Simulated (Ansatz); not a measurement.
Job for Ansatz (a first-principles code): U-PBE/def2-TZVPP on TcN, 2S+1 = 5, a spin state set in the input, which need not be the lowest, a point of a bond scan (R = 1.643 Å). Elements past Kr take the def2 small-core potentials; no spin–orbit coupling.

Ansatz 0.2 input:
```yaml
crystal:
  periodic: [false, false, false]
  atoms:
    - {symbol: Tc, position_ang: [0.00000000, 0.00000000, 0.00000000]}
    - {symbol: N, position_ang: [0.00000000, 0.00000000, 1.64282300]}
basis:
  gaussian:
    orbitals: def2-TZVPP
    pivot_positions_ang: [[0.00000000, 0.00000000, 0.00000000], [0.00000000, 0.00000000, 1.64282300]]
hamiltonian:
  xc: {name: PBE}
magnetization: {spin_polarized: true, initial_magnetization: 4}
output: {forces: true, orbitals: {seedname: ./end}}
```

It printed:

```
WARN ansatz: RAYON_NUM_THREADS=1 ignored (pool sized by the plan → 1); use --threads N
Functional definition: PBE
integrals: 0.02 GiB planned
485 factors; their error is unknown
mean field: 0.22 GiB planned
mean field evaluation 1: about -3667.3734 eV, gradient 6.4e1 eV
mean field evaluation 2: about -3493.9207 eV, gradient 1.5e2 eV
mean field evaluation 4: about -3679.4221 eV, gradient 4.2e1 eV
mean field evaluation 8: about -3685.8774 eV, gradient 1.0e0 eV
mean field evaluation 16: about -3685.8805 eV, gradient 6.0e-5 eV
mean field evaluation 32: about -3684.1138 eV, gradient 4.7e-2 eV
mean field -3685.88046178 eV, -135.4536085908 hartree, gradient 5.8e-5 eV, S^2 6.036483; 4 other end points of the search recorded, 0 dependent functions left out
the calculation of the forces begins
reference -3685.88050453 eV, -135.4536101618 hartree; 13, 9 occupied and 74, 78 virtual orbitals, 485 factors
Total energy: -3685.88050453 eV, -135.4536101618 hartree
Atom 0 at     0.000000     0.000000     0.000000 Å, force    -0.000000     0.000000    -0.600409 eV/Å
Atom 1 at     0.000000     0.000000     1.642823 Å, force     0.000000    -0.000000     0.600409 eV/Å
Dipole moment:     0.000000     0.000000    -0.557061 e Å
```

The calculation finished and met its thresholds.

Cost: about 5 core-seconds (a rough figure).
